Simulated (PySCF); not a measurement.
Delta-SCF ions had no search for a lower state. Excitations are Tamm–Dancoff values on a coarser integration grid. The basis has no diffuse functions, so Rydberg states are missing or too high.

## C$_{9}$H$_{7}$BFN, SMILES `c1c(B)nc2c(cccc2)c1F` (charge 0, multiplicity 1)

Method: PBE-D3(BJ)/def2-TZVP // B3LYP-D3(BJ)/def2-SVP (PySCF).

The HOMO is -6.02 eV, the dipole moment is 2.58 D and the HOMO–LUMO gap is 2.56 eV. The LUMO is -3.46 eV. The S1 excitation (TDA) is 2.73 eV, the S1 oscillator strength is 0.000 and the brightest of the four lowest singlets (TDA) is 4.04 eV. The T1 excitation (TDA) comes out as 2.35 eV. The S1–T1 gap (TDA) is 0.38 eV, the vertical ionisation energy (Delta-SCF) is 8.55 eV and the total energy is -526.1711 Ha. The cost is around 30 core-minutes (rough).

```xyz
19

B     -3.4094     0.1141    -1.1539
C     -2.0212    -0.0100    -0.4610
C     -1.9173    -0.4749     0.8879
C     -0.6764    -0.5706     1.4643
F     -0.5398    -1.0003     2.7231
C      0.4884    -0.2180     0.7421
C      1.7995    -0.2943     1.2777
C      2.8781     0.0696     0.4998
C      2.6903     0.5210    -0.8336
C      1.4269     0.6034    -1.3740
C      0.2833     0.2373    -0.6062
N     -0.9412     0.3322    -1.1727
H     -3.4796     0.5123    -2.2859
H     -4.4085    -0.1910    -0.5485
H     -2.8081    -0.7502     1.4539
H      1.9342    -0.6421     2.3028
H      3.8889     0.0114     0.9102
H      3.5600     0.8039    -1.4311
H      1.2519     0.9463    -2.3949
```
